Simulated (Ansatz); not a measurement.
Reaction (ligand exchange at the Si–Se bond): `[SiH3][SeH]` + `N[SiH](F)Br` → `F[SiH](Br)N[SiH3]` + H₂Se

Calculated with Ansatz (gas phase, PBE0-D4/def2-TZVP geometries, no zero-point term in ΔE). CBS: MP2 limit from def2 TZ/QZ plus the TZ coupled-cluster correction, frozen cores. DFT in def2-TZVPP. For Br, Se outer-core shells are correlated without core-valence functions, which leaves a few kJ/mol of doubt a bond. Scalar relativity is left out up to krypton. Each species was taken in one conformer, which may not be the lowest.

```json
{"level": "r2SCAN-D4", "ΔE (kcal/mol)": "2.2"}
{"level": "ωB97X-V", "ΔE (kcal/mol)": "1.4"}
```

Task: What does CCSD(T)/CBS give? (An estimate is asked.)

Result: The calculation gave: +1.5 kcal/mol. The listed levels differ from it by 0.7, -0.1 kcal/mol.

Largest T1 diagnostic among the species: 0.010.

The D4 term adds −0.9 kcal/mol with B3LYP and −0.6 kcal/mol with PBE0; it sums over pairs of atoms, weighted by their polarisabilities, and B3LYP, whose exchange is more repulsive, gets the larger term.

B3LYP here is the variant with VWN-RPA as its local correlation; programs differ in this.
